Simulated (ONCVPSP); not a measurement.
Which change was made? (Te, ONCV)

ONCVPSP 4.0.1 input, shortened (lines: element, Z, core and valence counts, functional; n l f; lmax; l rc ep ncon nbas qcut; lloc lpopt rc5 dvloc0; l nproj debl; icmod fcfact rcfact), PBE, scalar-relativistic:

```
  Te 52.00    8    3        4      upf
    1    0    2.00
    2    0    2.00
    2    1    6.00
    3    0    2.00
    3    1    6.00
    3    2   10.00
    4    0    2.00
    4    1    6.00
    4    2   10.00
    5    0    2.00
    5    1    4.00
    2
    0    1.80    0.00    4    8    3.10
    1    2.20    0.00    4    7    4.10
    2    1.00    0.00    4    9    8.50
    4    5    1.00    0.00
    0    2    1.60
    1    2    3.40
    2    2    0.50
    3    1.75    1.65
```

In the d channel the program set the typed energies aside and used -1.531, 0.250 Ha.

Cutoffs, loose and tight: the cutoffs (Ha) at which the residual kinetic energy of the hardest occupied pseudo-wave falls to 1 and 0.1 mHa per electron. They do not see the model core or the augmentation charge, which bear on the density cutoff. Test errors are all-electron minus pseudo excitation energies from the reference, over the configurations 4d10 5s2 5p3; 4d10 5s2 5p2; 4d10 5s2 5p1; 4d9 5s2 5p5; variants that change the core or the reference have their own tests.

The base gives: outcome: generated, projector energies reset by the program; cutoff, loose: 187 Ha; cutoff, tight: 303 Ha; bound ghosts: s, p; GHOST(+) flags above zero: d; largest test error (meV): -346.

Q: After one change the result is: outcome: failed: ERROR pspot: first pseudo wave function has node, program will stop. Which change was it?
A. s: qcut 3.2; p: qcut 4.2; d: qcut 8.7
B. d: qcut 12.4
C. core [Ar] 3d10, valence charge 24; reference 4s2 4p6 4d10 5s2 5p3; waves now 4s+5s: rc 1.10 bohr, ncon 3, nbas 8, qcut 13.7 1/bohr, 2 projectors; 4p+5p: rc 1.15 bohr, ncon 3, nbas 6, qcut 10.5 1/bohr, 2 projectors; 4d: rc 0.40 bohr, ncon 4, nbas 8, qcut 23.7 1/bohr, 2 projectors, debl 1.3 Ha; local potential polynomial inside 0.35 bohr (lpopt 1, dvloc0 1 Ha)

A: C. The others give: d: qcut 12.4 → outcome: generated, projector energies reset by the program; cutoff, loose: 54 Ha; cutoff, tight: 64 Ha; bound ghosts: s, p; GHOST(+) flags above zero: none; largest test error (meV): -356 | s: qcut 3.2; p: qcut 4.2; d: qcut 8.7 → outcome: generated, projector energies reset by the program; cutoff, loose: 158 Ha; cutoff, tight: 298 Ha; bound ghosts: s, p; GHOST(+) flags above zero: d; largest test error (meV): -354.
